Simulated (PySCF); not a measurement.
PySCF job for Si(H)(Cl)3 cation (Cl3HSi), SMILES Cl[SiH](Cl)Cl (connectivity only; charge and spin as stated), charge +1, multiplicity 2, TDA-PBE/def2-SVPD. Geometry: PBE0-D3(BJ)/def2-SVP. The spin state was assumed, not searched. The isomer is the one that the SMILES or the coordinates give; other isomers of the formula were not compared.

```python
import numpy as np
from pyscf import gto, scf, dft, tdscf

mol = gto.M(
    atom='''
    Si   -0.00000000    0.00000000    0.19928680
    Cl   -1.71214797   -0.98850909   -0.09062102
    Cl   -0.00000000    1.97701818   -0.09062102
    Cl    1.71214797   -0.98850909   -0.09062102
    H    -0.00000000    0.00000000    1.83165686
    ''',
    basis='def2-SVPD',
    charge=1,
    spin=1,
    max_memory=1600,
    verbose=4,
)
mf = dft.UKS(mol, xc='pbe').density_fit(auxbasis='def2-universal-jkfit')
mf.grids.level = 3
mf.conv_tol = 1e-9
mf.max_cycle = 100
mf.kernel()
fine, coarse = mf.grids, dft.Grids(mol).set(level=1).build(with_non0tab=True)
for _ in range(3):  # follow internal instabilities
    mf.grids = coarse
    mo, _, stable, _ = mf.stability(return_status=True, nroots=4)
    mf.grids = fine
    if stable:
        break
    mf.kernel(mf.make_rdm1(mo, mf.mo_occ))
mf.grids = dft.Grids(mol).set(level=1).build(with_non0tab=True)  # coarser grid for the response kernel
td = tdscf.TDA(mf)
td.nstates = 10
td.conv_tol = 1e-4
td.positive_eig_threshold = 1e-6
td.kernel(x0=td.get_init_guess(mf, 15))
td.analyze()
```

Program output:

```
PySCF version 2.14.0

[INPUT] verbose = 4
[INPUT] num. atoms = 5
[INPUT] num. electrons = 65
[INPUT] charge = 1
[INPUT] spin (= nelec alpha-beta = 2S) = 1
[INPUT] symmetry False subgroup None
[INPUT] Mole.unit = angstrom
[INPUT] Symbol           X                Y                Z      unit          X                Y                Z       unit  Magmom
[INPUT]  1 Si     0.000000000000   0.000000000000   0.199286800000 AA    0.000000000000   0.000000000000   0.376597472241 Bohr   0.0
[INPUT]  2 Cl    -1.712147970000  -0.988509090000  -0.090621020000 AA   -3.235490748030  -1.868011451743  -0.171248908929 Bohr   0.0
[INPUT]  3 Cl     0.000000000000   1.977018180000  -0.090621020000 AA    0.000000000000   3.736022903486  -0.171248908929 Bohr   0.0
[INPUT]  4 Cl     1.712147970000  -0.988509090000  -0.090621020000 AA    3.235490748030  -1.868011451743  -0.171248908929 Bohr   0.0
[INPUT]  5 H      0.000000000000   0.000000000000   1.831656860000 AA    0.000000000000   0.000000000000   3.461329819581 Bohr   0.0

nuclear repulsion = 337.398552780892
number of shells = 47
number of NR pGTOs = 187
number of NR cGTOs = 113
basis = def2-SVPD
ecp = {}


[settings echo left out]
init E= -1669.98297558721
  alpha nocc = 33  HOMO = -0.300024701835229  LUMO = -0.0884374312988561
  beta  nocc = 32  HOMO = -0.339955158904325  LUMO = -0.300024701835229

WARN: HOMO -0.300024701835229 >= LUMO -0.300024701835229

cycle= 1 E= -1669.16252353815  delta_E= 0.82  |g|= 0.271  |ddm|= 2.21
  alpha nocc = 33  HOMO = -0.51292982880853  LUMO = -0.335945424071769
  beta  nocc = 32  HOMO = -0.520056188490103  LUMO = -0.5102936984661
  HOMO = -0.512929828809  LUMO = -0.510293698466  gap/eV = 0.07173
cycle= 2 E= -1668.92039872929  delta_E= 0.242  |g|= 0.638  |ddm|= 1.59
  alpha nocc = 33  HOMO = -0.52083868652267  LUMO = -0.309018475009323
  beta  nocc = 32  HOMO = -0.52273645471027  LUMO = -0.490262340531272
  HOMO = -0.520838686523  LUMO = -0.490262340531  gap/eV = 0.83202
cycle= 3 E= -1669.21310515352  delta_E= -0.293  |g|= 0.0633  |ddm|= 1.33
  alpha nocc = 33  HOMO = -0.513065832120473  LUMO = -0.289930593913319
  beta  nocc = 32  HOMO = -0.507704428143216  LUMO = -0.487306612305938
  HOMO = -0.507704428143  LUMO = -0.487306612306  gap/eV = 0.55505
cycle= 4 E= -1669.2154225295  delta_E= -0.00232  |g|= 0.033  |ddm|= 0.186
  alpha nocc = 33  HOMO = -0.514814059021661  LUMO = -0.295333065168092
  beta  nocc = 32  HOMO = -0.510937525091884  LUMO = -0.48542658270877
  HOMO = -0.510937525092  LUMO = -0.485426582709  gap/eV = 0.69419
cycle= 5 E= -1669.21624852316  delta_E= -0.000826  |g|= 0.0106  |ddm|= 0.0814
  alpha nocc = 33  HOMO = -0.514287771957101  LUMO = -0.294746319848499
  beta  nocc = 32  HOMO = -0.510982028354259  LUMO = -0.485622675580587
  HOMO = -0.510982028354  LUMO = -0.485622675581  gap/eV = 0.69006
cycle= 6 E= -1669.2163279569  delta_E= -7.94e-05  |g|= 0.00213  |ddm|= 0.0203
  alpha nocc = 33  HOMO = -0.514005590072968  LUMO = -0.294617677670674
  beta  nocc = 32  HOMO = -0.510789532514667  LUMO = -0.485265678293119
  HOMO = -0.510789532515  LUMO = -0.485265678293  gap/eV = 0.69454
cycle= 7 E= -1669.21633103409  delta_E= -3.08e-06  |g|= 0.000768  |ddm|= 0.00508
  alpha nocc = 33  HOMO = -0.514098995313318  LUMO = -0.294684509182879
  beta  nocc = 32  HOMO = -0.510886549871264  LUMO = -0.485285778088717
  HOMO = -0.510886549871  LUMO = -0.485285778089  gap/eV = 0.69663
cycle= 8 E= -1669.21633134247  delta_E= -3.08e-07  |g|= 0.000385  |ddm|= 0.0017
  alpha nocc = 33  HOMO = -0.514085586622717  LUMO = -0.294679931737989
  beta  nocc = 32  HOMO = -0.510875824798421  LUMO = -0.485272508117418
  HOMO = -0.510875824798  LUMO = -0.485272508117  gap/eV = 0.69670
cycle= 9 E= -1669.21633129123  delta_E= 5.12e-08  |g|= 0.000463  |ddm|= 0.00158
  alpha nocc = 33  HOMO = -0.514071230125738  LUMO = -0.294672987960378
  beta  nocc = 32  HOMO = -0.510863201661803  LUMO = -0.48526111922211
  HOMO = -0.510863201662  LUMO = -0.485261119222  gap/eV = 0.69667
cycle= 10 E= -1669.21633146842  delta_E= -1.77e-07  |g|= 3.23e-05  |ddm|= 0.000917
  alpha nocc = 33  HOMO = -0.514070121087834  LUMO = -0.294672581425395
  beta  nocc = 32  HOMO = -0.510860775459196  LUMO = -0.485259533110022
  HOMO = -0.510860775459  LUMO = -0.48525953311  gap/eV = 0.69665
cycle= 11 E= -1669.21633146935  delta_E= -9.31e-10  |g|= 6.86e-06  |ddm|= 0.00011
  alpha nocc = 33  HOMO = -0.51407041631083  LUMO = -0.294670751225611
  beta  nocc = 32  HOMO = -0.510861079289552  LUMO = -0.485258582564352
  HOMO = -0.51086107929  LUMO = -0.485258582564  gap/eV = 0.69668
Extra cycle  E= -1669.21633146926  delta_E= 8.98e-11  |g|= 1.41e-05  |ddm|= 3.3e-05
converged SCF energy = -1669.21633146926  <S^2> = 0.75370241  2S+1 = 2.003699
tot grids = 27832
uhf_internal: lowest eigs of H = [0.10695631 0.10740519 0.15207779 0.15210415]
<class 'pyscf.df.df_jk.DFUKS'> wavefunction is stable in the internal stability analysis
tot grids = 27832
Overwritten attributes  positive_eig_threshold  of <class 'pyscf.tdscf.uks.TDA'>


******** <class 'pyscf.tdscf.uks.TDA'> for <class 'pyscf.df.df_jk.DFUKS'> ********
nstates = 10
deg_eia_thresh = 1.000e-03
wfnsym = None
conv_tol = 0.0001
eigh lindep = 1e-12
eigh level_shift = 0
eigh max_cycle = 100


Excitation energies (eV)
[0.70667475 1.45936235 1.45936935 1.9177774  1.91779027 3.57385789
 3.85871185 3.85871919 5.74361302 6.05817642]

** Excitation energies and oscillator strengths **
Excited State   1:      0.70667 eV   1754.47 nm  f=0.0000
      32b ->   33b      0.99975
Excited State   2:      1.45936 eV    849.58 nm  f=0.0021
      29b ->   33b     -0.76759
      30b ->   33b      0.63801
Excited State   3:      1.45937 eV    849.57 nm  f=0.0021
      28b ->   33b      0.76756
      31b ->   33b      0.63804
Excited State   4:      1.91778 eV    646.50 nm  f=0.0407
      25b ->   33b     -0.14349
      29b ->   33b     -0.63254
      30b ->   33b     -0.74148
Excited State   5:      1.91779 eV    646.50 nm  f=0.0407
      26b ->   33b      0.14349
      28b ->   33b     -0.63257
      31b ->   33b      0.74146
Excited State   6:      3.57386 eV    346.92 nm  f=0.0337
      32a ->   35a     -0.11113
      24b ->   33b     -0.11006
      27b ->   33b     -0.97627
Excited State   7:      3.85871 eV    321.31 nm  f=0.0277
      26b ->   33b      0.98167
      31b ->   33b     -0.10850
Excited State   8:      3.85872 eV    321.31 nm  f=0.0277
      25b ->   33b      0.98167
      30b ->   33b     -0.10850
Excited State   9:      5.74361 eV    215.86 nm  f=0.0000
      33a ->   34a     -0.66344
      32b ->   34b      0.74632
Excited State  10:      6.05818 eV    204.66 nm  f=0.0000
      33a ->   34a     -0.74614
      32b ->   34b     -0.66326

** Transition electric dipole moments (AU) **
state          X           Y           Z        Dip. S.      Osc.
  1        -0.0000     -0.0000      0.0000      0.0000      0.0000
  2         0.2441      0.0000      0.0000      0.0596      0.0021
  3         0.0000     -0.2441     -0.0000      0.0596      0.0021
  4        -0.9303     -0.0000      0.0000      0.8655      0.0407
  5         0.0000     -0.9303     -0.0000      0.8655      0.0407
  6         0.0000      0.0001      0.6207      0.3852      0.0337
  7        -0.0000      0.5409     -0.0001      0.2926      0.0277
  8        -0.5409     -0.0000      0.0000      0.2926      0.0277
  9         0.0000     -0.0000     -0.0000      0.0000      0.0000
 10         0.0000      0.0000     -0.0000      0.0000      0.0000

** Transition velocity dipole moments (imaginary part, AU) **
state          X           Y           Z        Dip. S.      Osc.
  1         0.0000     -0.0000     -0.0000      0.0000      0.0000
  2        -0.0431     -0.0000      0.0000      0.0019      0.0231
  3        -0.0000      0.0431     -0.0000      0.0019      0.0231
  4         0.1086      0.0000     -0.0000      0.0118      0.1115
  5        -0.0000      0.1086     -0.0000      0.0118      0.1115
  6        -0.0000     -0.0000     -0.0523      0.0027      0.0139
  7         0.0000     -0.0250      0.0000      0.0006      0.0029
  8         0.0250      0.0000     -0.0000      0.0006      0.0029
  9         0.0000     -0.0000     -0.0000      0.0000      0.0000
 10         0.0000      0.0000     -0.0000      0.0000      0.0000

** Transition magnetic dipole moments (imaginary part, AU) **
state          X           Y           Z
  1        -0.0000     -0.0000     -0.1932
  2        -0.0000      0.5259     -0.0000
  3         0.5259      0.0000     -0.0000
  4        -0.0000      0.2541      0.0000
  5        -0.2541     -0.0000     -0.0000
  6         0.0001     -0.0000      0.0000
  7         0.5507      0.0000      0.0000
  8        -0.0000      0.5507      0.0000
  9         0.0000      0.0000     -0.0128
 10        -0.0000     -0.0000      0.2330
```

The run converged.

Cost: around 110 core-seconds (rough).
